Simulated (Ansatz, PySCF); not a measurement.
C2H5ClSi2, SMILES C1[SiH2][SiH2]C=1Cl.

The structure is a stationary point at r2SCAN-D4/def2-SVP. This is a generated structure with no PubChem entry under its InChIKey; it may be hypothetical.

Vertical ionisation energy (IE) and electron affinity (EA) in eV. Rows of orbital energies are one-electron estimates. Where ΔSCF, EOM or ADC give a negative EA the extra electron is unbound and the value depends on the basis.

```
level                                                                        IE     EA
-------------------------------------------------------------------------  ----  -----
−ε(HOMO), −ε(LUMO), B3LYP/def2-TZVP (PySCF)                                7.45   1.20
−ε(HOMO), −ε(LUMO), PBE/def2-TZVP (PySCF)                                  6.60   1.99
ΔSCF, CAM-B3LYP/def2-TZVPD (Ansatz), final states of multiplicity 2 and 2  9.64  -0.58
ΔSCF, PBE/def2-TZVPD (Ansatz), final states of multiplicity 2 and 2        9.31  -0.44
```

Task: What vertical singlet–triplet gap does ΔSCF give with CAM-B3LYP/def2-TZVPD (Ansatz, a program for electronic structure) and with PBE/def2-TZVPD (Ansatz)? (Estimate from the structure and the level; the computed values follow.)

Result: 3.90 and 3.88 eV (triplet above singlet where positive).
